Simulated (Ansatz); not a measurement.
Two isomers of C2H6O3Si: A = `C=C[Si](O)(O)O`, B = `O=C[SiH](O)CO`.

Calculated with Ansatz (gas phase, PBE0-D4/def2-TZVP geometries, no zero-point term in ΔE). CCSD(T)/CBS adds triple-zeta CCSD(T) − MP2 to the extrapolated MP2 energy (def2 sets, frozen cores). DFT in def2-TZVPP. B3LYP here is the variant with VWN-RPA as its local correlation; programs differ in this. One conformer a species, not always the lowest.

A:

Z-matrix (Å, degrees):
```
Si
C 1 1.848
O 1 1.643 2 110.5
O 1 1.633 2 105.8 3 -124.0
O 1 1.637 2 114.2 3 118.3
C 2 1.331 1 123.3 3 -13.1
H 2 1.089 1 118.5 3 167.8
H 3 0.958 1 117.2 2 -59.4
H 4 0.959 1 116.9 2 -163.4
H 5 0.958 1 116.9 2 -86.3
H 6 1.086 2 122.3 1 -179.1
H 6 1.087 2 121.6 1 0.6
```

B:

```xyz
12

O    -1.9291   -1.1810   -1.2661
C    -1.7542   -0.4600   -0.3095
Si   -0.1911    0.6615   -0.3215
O     0.5887    0.1777   -1.6852
C     0.9476    0.3156    1.1320
O     1.4334   -1.0168    1.0727
H    -2.4957   -0.4741    0.5213
H    -0.6136    2.0896   -0.3614
H     0.0485   -0.4190   -2.2181
H     0.4060    0.4198    2.0773
H     1.7674    1.0481    1.1671
H     1.7920   -1.1613    0.1914
```

**Question.** Which isomer does CCSD(T)/CBS put lower? Give the gap. (Estimate.)

**Answer.** The calculation gave: A, by 375.2 kJ/mol.

**Question.** Give E(B) − E(A) in kJ/mol with PBE-D4, B3LYP-D4, ωB97M-V, MP2/def2-TZVPP, HF/def2-TZVPP, B3LYP, PBE0-D4. (Estimate.)

**Answer.** The calculation gave: PBE-D4 328.9, B3LYP-D4 355.3, ωB97M-V 361.8, MP2/def2-TZVPP 381.8, HF/def2-TZVPP 380.5, B3LYP 352.7, PBE0-D4 349.0. None reverses the order clearly.

Largest T1 diagnostic: 0.014.

From PBE to PBE0 (25 % exact exchange), in def2-TZVPP and without D4, E(B) − E(A) moves by +20.3 kJ/mol.
